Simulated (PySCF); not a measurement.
C₅H₁₂NSi (doublet state).
Z-matrix (Å and degrees, GFN2-xTB geometry), rows numbered from 1:
```
C 
C   1  1.4760
C   2  1.4725  1  120.75
C   3  1.5616  2  112.42  1    84.87
C   4  1.4865  3  111.82  2   -68.86
N   5  1.2535  4  122.20  3   123.73
Si  6  1.7141  5  134.90  4  -179.21
H   1  1.0984  2  110.64  3   -73.68
H   1  1.0912  2  111.01  3    44.58
H   1  1.0876  2  111.44  3   166.57
H   2  1.0770  1  118.80  3   163.40
H   3  1.0928  2  110.27  1  -155.94
H   3  1.0935  2  110.56  1   -35.65
H   4  1.0928  3  107.60  2   172.25
H   4  1.0900  3  110.01  2    53.29
H   5  1.1005  4  114.62  3   -56.07
H   7  1.4707  6  116.87  5    -1.58
H   7  1.4626  6  103.54  5   118.67
H   7  1.4601  6  103.70  5  -123.01
```

The hyperfine couplings belong to this conformer and change with its torsions.

The species is `C[CH]CC/C=N/[SiH3]` [radical].

The calculation used UKS B3LYP, pcH-1 on C H N Si, non-relativistic, mean-field spin-orbit, GIAO in PySCF 2.14.0. One conformer (not necessarily the lowest) at the GFN2-xTB geometry, without solvent, vibrations or thermal averaging. The geometry wasn't refined by DFT: couplings that depend on bond lengths, twists or pyramidal angles can differ widely from those at the functional's own minimum.

Question: Count the α and β electrons and give S(S+1).

Answer: 63 electrons with 2S = 1: 32 α and 31 β; S(S+1) = 0.75.

Mulliken spin populations, one withheld:

```tsv
atom	bound to	population
C1	C2, H8, H9, H10	-0.0841
C2	C1, C3, H11	?
C3	C2, C4, H12, H13	-0.0792
C4	C3, C5, H14, H15	+0.0539
C5	C4, N6, H16	-0.0051
N6	C5, Si7	+0.0116
Si7	N6, H17, H18, H19	-0.0005
H8	C1	+0.0649
H9	C1	+0.0216
H10	C1	+0.0086
H11	C2	-0.0431
H12	C3	+0.0157
H13	C3	+0.0121
H14	C4	+0.0077
H15	C4	-0.0024
H16	C5	-0.0004
H17	Si7	0.0000
H18	Si7	+0.0005
H19	Si7	+0.0002
```

Question: Complete the table.

Answer: 1 − (-0.0180) gives +1.018, since all populations sum to 2S.

Question: Sum the populations by element and by sign.

Answer: Carbon +0.90, hydrogen +0.09, nitrogen +0.01, silicon 0.00. The positive populations sum to 1.21, the negative ones to -0.21.

Question: The run gives ⟨S²⟩ = 0.7538. What does that say of the overlap of α and β orbitals, and of the weight of higher spin?

Answer: Σ|⟨iα|jβ⟩|² over occupied orbitals = Nβ − [⟨S²⟩ − S(S+1)] = 31 − 0.0038 = 30.9962. If the quartet state (S + 1) were the only admixture, its weight would be 0.0038/(2S + 2) = 0.13 %. For Kohn–Sham this describes the determinant of the orbitals, not the true wave function.

Question: What Fermi-contact NMR shifts do the couplings of C1, C3, C5, N6, Si7, H11, H12/H13 imply at 200 K (Curie law, g = gₑ)?

Answer: δ = a_FC·h·gₑ μB S(S+1)/(3 g_N μN kT), with k/h = 20836.6 MHz/K:

| nuclei | isotope | a_FC (MHz) | g_N | contact shift (ppm) |
| --- | --- | --- | --- | --- |
| C1 | 13C | -32.12 | 1.4048 | -5043 |
| C3 | 13C | -30.44 | 1.4048 | -4779 |
| C5 | 13C | -2.92 | 1.4048 | -458 |
| N6 | 14N | 1.05 | 0.4038 | +573 |
| Si7 | 29Si | -1.13 | -1.1106 | +225 |
| H11 | 1H | -59.29 | 5.5857 | -2341 |
| H12/H13 | 1H | 32.44 | 5.5857 | +1281 |

All at the stated temperature. Entries for several nuclei are means.

Class means assume fast exchange of nuclei equivalent by connectivity; if that motion is slow, each nucleus keeps its own coupling. The 1H value of +32.4 MHz is a mean of couplings from 24.2 to 40.7 MHz in this one geometry, not an average over conformers.
